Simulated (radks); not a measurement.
Q: Coherent X-ray form factor from a spherical all-electron density. All-electron calculation, Dirac Kohn-Sham, LDA (Slater exchange, Perdew-Wang correlation), spin-unpolarised, spherical densities, point nucleus. Program: a radial shooting solver on a logarithmic mesh with Libxc functionals.

| sin(theta)/lambda (1/angstrom) | f0 (electrons) |
|---|---|
| 0.05 | 79.983 |
| 0.1 | 77.278 |
| 0.15 | 73.604 |
| 0.2 | 69.578 |
| 0.25 | 65.559 |
| 0.3 | 61.716 |
| 0.4 | 54.798 |
| 0.5 | 48.954 |
| 0.6 | 44.056 |
| 0.8 | 36.293 |
| 1 | 30.227 |
| 1.25 | 24.306 |
| 1.5 | 20.065 |
| 2 | 15.332 |

The species is in the configuration that NIST lists as its ground one. Which atom or ion scatters so?

A: The lead ion Pb+, [Hg] 6p1. Extrapolating in s^2 from the first two rows gives f0(0) = 80.9, near the electron count 81; among species with that count, the fall with angle is slower the higher Z, and the table is that of Z = 82; from so few rows the species is fixed only to a neighbour or two.
